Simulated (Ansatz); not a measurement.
Harmonic frequencies (cm⁻¹) at PBE0-D4/def2-TZVP from Ansatz: 57, 91, 99, 138, 171, 235, 381, 409, 442, 472, 479, 520, 568, 593, 661, 724, 735, 779, 844, 877, 880, 904, 925, 934, 941, 1358, 1581, 2202, 2207, 2216, 2222, 2239, 3108, 3183, 3590, 3682.

Each molecule was computed in one conformer, which needn't be the lowest.

Task: Which molecule is it?
A. `CSC[SiH2]O`
B. `[NH2][Al]([NH2])[SiH2][SiH3]`
C. `N[Si@@H]1C[Si@H]1[SiH3]`
D. `C[SiH]([AlH2])[SbH2]`

Result: C.
